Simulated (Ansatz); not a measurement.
Ba2Te3 (the lowest singlet isomer of a short search). Total charge 0; singlet. Geometry PBE0-D4/def2-SVP, basis def2-TZVP, Ansatz.

```xyz
5

Ba    1.941    0.189   -0.849
Ba   -1.497    0.094    1.508
Te   -1.244    0.709   -1.786
Te    1.466    0.932    2.175
Te   -0.665   -1.923   -1.048
```

| run | HOMO (eV) | LUMO (eV) |
| --- | --- | --- |
| A | -4.72 | -1.47 |
| B | -4.82 | -1.41 |
| C | -4.06 | -2.04 |
| D | -4.53 | -1.65 |
| E | -3.95 | -2.19 |

In the def2 sets Ba, Te take a core potential; there is no spin–orbit coupling. B3LYP takes the VWN-RPA correlation. The structure comes from a short search, and lower isomers may exist.

Task: The runs used B3LYP, PBE, PBE0, r2SCAN, r2SCAN0. Estimate which is which.

Result: A PBE0 (25 % exact exchange); B r2SCAN0 (25 % exact exchange); C r2SCAN (0 % exact exchange); D B3LYP (20 % exact exchange); E PBE (0 % exact exchange). Exact exchange lowers occupied and raises empty levels; among semilocal functionals meta-GGAs tend to open the gap a little, and such runs are hard to tell apart. The gap grows from 1.76 eV (PBE) to 3.41 eV (r2SCAN0).
